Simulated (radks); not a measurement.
Results of a calculation; reference values are marked as such.
Task: These are the eigenvalues of the occupied orbitals of an atom or ion with whole-number occupations (eV). Code: a radial shooting solver on a logarithmic mesh with Libxc functionals. Model: scalar-relativistic Kohn-Sham, exchange-only B88, spin-unpolarised, spherical densities, point nucleus.

orbital  eigenvalue
1s        -37319.69
2s        -5944.361
2p        -5336.251
3s        -1296.067
3p        -1101.155
3d        -818.1649
4s        -293.7973
4p        -230.4590
4d        -138.2714
5s         -73.5181
5p         -56.4358
5d         -33.8472

Which element is it, and in what charge state? The configuration may be excited.

Result: Z = 56, barium, charge +4: Ba4+ in [Kr] 4d9 5s2 5p4 5d1. The list shows which subshells hold electrons but not how many an open one holds; the 1s level, -1371.5 hartree, gives Z - s = 52.4 by -(Z - s)^2/2, which with screening and relativity narrows Z to a few neighbours, and the depths of the outer levels then fix element, charge and occupations together.
